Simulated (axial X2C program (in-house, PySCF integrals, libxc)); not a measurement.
BSe⁻: cheaper levels and CCSD(T), 2c

All values were computed with an axial X2C code built on PySCF integrals. Two-component (2c) means X2C with spin–orbit coupling and atomic mean-field two-electron Coulomb and Gaunt terms. Basis: Se dyall-acv3z [9s10p7d5f1g], B dyall-av3z [8s7p3d2f] (cores contracted in-house); Gaussian nuclei, density fitting, unrestricted open shells. Masses: Se 79.917 u, B 11.009 u.

State: Ω = 0 (closed shell); fragments Se- + B.

```tsv
level	Re (Å)	ωe (cm⁻¹)	De (eV)
PBE0	1.825	813.1	5.21
HF	1.830	831.4	3.45
MP2	1.824	828.5	5.26
CCSD	1.833	815.7	4.83
r2SCAN0	1.820	824.7	n/a
```

Correlated methods: 10 electrons correlated (number of frozen shells: Se 3 s, 2 p, 1 d; B 1 s), 254 virtual spin orbitals or spinors in MP2, 90 natural virtuals in coupled cluster.

CCSD(T), same Hamiltonian and basis:

Re = 1.839 Å, ωe = 802.8 cm⁻¹, De = 5.04 eV; T1 = 0.023 (Lee–Taylor normalisation).

Q: Give the differences from CCSD(T) in the columns below.

A: 

| level | ΔRe (Å) | Δωe (cm⁻¹) | ΔDe (eV) |
| --- | --- | --- | --- |
| PBE0 | -0.014 | 10 | 0.17 |
| HF | -0.009 | 29 | -1.59 |
| MP2 | -0.015 | 26 | 0.22 |
| CCSD | -0.006 | 13 | -0.21 |
| r2SCAN0 | -0.019 | 22 | n/a |

One determinant describes the state; a PBE0 search over occupations chose it and may have missed a lower one. The closed shell is kept restricted, so the energy runs too high when the bond is stretched far. De is counted from the lowest determinant-based energies of the atoms at the same level, without counterpoise correction. De is not given where an atomic determinant may have missed its ground term or J level, or where the truncated virtual space spoils (T). CCSD and (T) use frozen natural virtuals with an MP2 correction for the truncation; (T) itself is uncorrected, so its De runs slightly low. The 2c atoms are single determinants rather than J levels; their spin–orbit lowering is only partly caught, and De is too large by that part. This holds for PBE0. Without a current term, density functionals place determinants with orbital angular momentum somewhat too high. Hartree–Fock gets electron affinities wrong, so its lowest charge split need not be the true one.
